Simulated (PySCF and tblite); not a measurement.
Results of a calculation; reference values are marked as such.
Stationary points of C5H8O2 at GFN2-xTB, in Å:

Structure A

```
 1 C    -2.445    0.259   -0.727
 2 C    -1.312    0.005    0.233
 3 O    -1.524   -0.239    1.423
 4 C     0.017    0.064   -0.318
 5 C     1.111   -0.148    0.463
 6 C     2.511   -0.093   -0.057
 7 O     1.015   -0.418    1.754
 8 H    -3.396    0.188   -0.206
 9 H    -2.341    1.249   -1.165
10 H    -2.414   -0.473   -1.532
11 H     0.134    0.281   -1.365
12 H     3.022   -1.024    0.178
13 H     3.050    0.710    0.445
14 H     2.526    0.074   -1.129
15 H     0.040   -0.425    1.983
```

Structure B

```
 1 C    -2.496    0.324   -0.888
 2 C    -1.491    0.038    0.212
 3 O    -1.834   -0.179    1.353
 4 C    -0.104    0.057   -0.251
 5 C     0.968   -0.164    0.533
 6 C     2.372   -0.130    0.007
 7 O     0.832   -0.426    1.842
 8 H    -3.504    0.288   -0.487
 9 H    -2.308    1.309   -1.310
10 H    -2.393   -0.414   -1.682
11 H     0.061    0.264   -1.296
12 H     2.866   -1.084    0.196
13 H     2.940    0.653    0.511
14 H     2.387    0.064   -1.061
15 H     1.691   -0.561    2.261
```

Structure C

```
 1 C    -2.470    0.349   -0.816
 2 C    -1.439   -0.064    0.210
 3 O    -1.742   -0.438    1.320
 4 C    -0.055   -0.009   -0.287
 5 C     1.028   -0.056    0.500
 6 C     2.430   -0.084   -0.033
 7 O     0.927    0.016    1.858
 8 H    -3.463    0.329   -0.376
 9 H    -2.248    1.351   -1.178
10 H    -2.436   -0.334   -1.663
11 H     0.074    0.061   -1.356
12 H     2.932   -0.995    0.294
13 H     2.987    0.760    0.371
14 H     2.441   -0.041   -1.117
15 H     1.033   -0.845    2.274
```

Level: CAM-B3LYP/pcSseg-1 + D3(BJ) on GFN2-xTB stationary points, with GFN2-xTB thermal terms.

Q: Which structure is a saddle point, and along which motion?

A: C: one imaginary mode (531i cm⁻¹ at GFN2-xTB, mostly on H15), along the rotation about the C5–O7 bond (torsion C4–C5–O7–H from 0° to 180°, rising).

Q: Give their symmetry and energies above the lowest.

A: A Cs, 0.0 kcal/mol; B Cs, 17.4 kcal/mol; C C1, 21.4 kcal/mol.
